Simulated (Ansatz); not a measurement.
C2H4BCl (`BC(=C)Cl`), 8 atoms. Charge 0, multiplicity 1. All runs use 2 threads of an Arm Neoverse V1 on a shared host. Correlated methods freeze the cores.

How many basis functions does each run have, and how long does it take in Ansatz? RHF-CCSD(T)/def2-SVP energy; RKS PBE0-D4/def2-TZVP relaxation (6 steps); RKS ωB97M-V/def2-SVP energy; RKS BHLYP-D4/def2-TZVPP energy; RHF-CCSD(T)/def2-TZVPP energy; RKS PBE0-D4/def2-SVP energy; direct RPA on PBE orbitals/def2-TZVPP energy; RHF-MP2/def2-QZVPP energy; RKS PBE0-D4/def2-QZVPP energy; RKS ωB97X-V/def2-TZVPP energy; RKS HSE06 (plane-wave form)-D4/def2-TZVPP energy; RKS r2SCANh-D4/def2-TZVPP energy. (Best estimate.)

The calculation gave: Other jobs shared the machine, so times are rough.

| level | job | functions | wall time | peak host memory (GiB) |
| --- | --- | --- | --- | --- |
| RKS PBE0-D4/def2-SVP | energy | 80 | 1.1 s | 0.39 |
| RHF-CCSD(T)/def2-SVP | energy | 80 | 2.4 s | 0.39 |
| RKS HSE06 (plane-wave form)-D4/def2-TZVPP | energy | 191 | 2.9 s | 0.39 |
| RKS BHLYP-D4/def2-TZVPP | energy | 191 | 2.9 s | 0.39 |
| RKS ωB97M-V/def2-SVP | energy | 80 | 4 s | 0.39 |
| RKS r2SCANh-D4/def2-TZVPP | energy | 191 | 4.7 s | 0.39 |
| direct RPA on PBE orbitals/def2-TZVPP | energy | 191 | 4.7 s | 0.39 |
| RKS PBE0-D4/def2-QZVPP | energy | 361 | 7 s | 0.87 |
| RKS ωB97X-V/def2-TZVPP | energy | 191 | 8 s | 0.42 |
| RHF-MP2/def2-QZVPP | energy | 361 | 19 s | 1.5 |
| RKS PBE0-D4/def2-TZVP | relaxation (6 steps) | 154 | 21 s | 0.3 |
| RHF-CCSD(T)/def2-TZVPP | energy | 191 | 50 s | 2.1 |
